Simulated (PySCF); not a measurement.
Below is a simulated gas-phase Cl 2p photoelectron spectrum of `O=C=[N][Ge]([Cl])([Cl])[N]=C=O` (Ge(NCO)2Cl2).

Every computed line was given a Gaussian of 0.7 eV full width at half maximum and an area set by the number of equivalent atoms (split 2:1 within a doublet); the highest printed point is 100. Level of theory: delta-SCF UKS SCAN, pcX-2 on the ionised atom, pcseg-1 elsewhere, spin-free X2C (PySCF).

(binding energy (eV), intensity): (205.6, 0), (205.7, 1), (205.8, 3), (205.9, 7), (206.0, 15), (206.1, 27), (206.2, 44), (206.3, 64), (206.4, 83), (206.5, 96), (206.6, 100), (206.7, 93), (206.8, 77), (206.9, 57), (207.0, 37), (207.1, 22), (207.2, 12), (207.3, 6), (207.4, 3), (207.5, 3), (207.6, 5), (207.7, 10), (207.8, 17), (207.9, 26), (208.0, 36), (208.1, 45), (208.2, 50), (208.3, 49), (208.4, 43), (208.5, 34), (208.6, 24), (208.7, 15), (208.8, 8), (208.9, 4), (209.0, 2), (209.1, 1), (209.2, 0)

Task: How many maxima does the curve show, and how many computed lines lie under it?

Result: The curve has 2 maxima (at 206.6 and 208.2 eV). Under it lie 2 lines from 1 inequivalent chlorine site, drawn as a 2p3/2, 2p1/2 pair.

Task: Decompose the envelope and assign each component. Bonds: Ge1–N2, Ge1–N5, Ge1–Cl8, Ge1–Cl9, N2–C3, C3–O4, N5–C6, C6–O7.

Result: 
```csv
position (eV),relative area,line,atoms,environment
206.58,1.33,Cl 2p3/2,Cl8/Cl9,chlorine bonded to Ge
208.24,0.67,Cl 2p1/2,Cl8/Cl9,chlorine bonded to Ge
```

Task: What are the centre and the root-mean-square width of the whole band?

Result: The area-weighted mean of the lines is 207.13 eV. Their own spread about it is 0.78 eV (rms) and each Gaussian has σ = 0.7/2.355 = 0.30 eV; the variances add, which gives 0.83 eV.

The curve has no shake-up lines and no vibrational structure. One atom of each set of topologically equivalent atoms was ionised and stands for the set; in this conformer not all members are related by symmetry, and their own values weren't computed. Spin–orbit coupling isn't in the SCF: each 2p doublet comes from a relaxed spin-free hole plus a matrix of the shell (mean-field spin–orbit coupling and the ground-state 2p splitting), with 2p3/2 averaged over its two sublevels. 2p1/2 minus 2p3/2 (ligand field included): Cl 1.65 eV. Geometry: PBE0-D3(BJ)/def2-SVP, one conformer, isolated molecule.
